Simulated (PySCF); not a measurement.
Two-component Hartree-Fock for Tb³⁸⁺ (terbium, charge +38)

Start: [Ar] 3d9; 3d3/2 filled at m_j = -3/2, -1/2, +1/2, +3/2; 3d5/2 filled at m_j = -3/2, -1/2, +1/2, +3/2, +5/2. Calculated with PySCF 2.14 in an even-tempered Gaussian basis (16 s from 7.7 bohr⁻², ratio 2.8; 13 p from 10 bohr⁻², ratio 2.8; 8 d from 10 bohr⁻², ratio 2.8; 3 f from 39 bohr⁻², ratio 3): generalised Hartree-Fock with the X2C-1e Hamiltonian and a Gaussian nucleus; one run each with spin-orbit coupling (SO) switched off, then screened by Boettger's factors.

```tsv
spinor shell	electrons	ε, spin-free (eV)	ε, screened SO (eV)	weight of nominal j (screened SO)	rms radius, screened SO (bohr)
1s1/2	2	-53991.3	-53981.0	1.000	0.0245
2s1/2	2	-10472.7	-10469.3	1.000	0.0987
2p1/2	2	-9496.4	-10027.9	1.000	0.0844
2p3/2	4	-9496.4	-9269.4	1.000	0.0908
3s1/2	2	-3566.5	-3565.5	1.000	0.249
3p1/2	2	-3257.1	-3378.0	0.999	0.240
3p3/2	4	-3257.1	-3204.7	1.000	0.253
3d3/2	4	-2877.1	-2899.4	0.993	0.223
3d5/2	5	-2877.1	-2861.2	0.994	0.226
```

```
   quantity     spin-free   screened SO
E (hartree)  -10776.62531  -10784.98977
        M_J           5/2           5/2
       ⟨J²⟩         8.750         8.750
       ⟨L²⟩         6.000         6.034
       ⟨S²⟩         0.750         0.784
```

Each row is a mean over spinors that exchange with the open shell spreads, by up to 23.296 eV (3p3/2).

Breit and QED terms are absent; they matter most for the inner s and p1/2 levels.

Densities and radii are taken from the X2C orbitals without a picture-change correction, which distorts them close to the nucleus.

Without spin-orbit coupling the j labels of p, d and f shells carry no meaning; the spin-free column gives the mean over the occupied spinors of each nl shell.
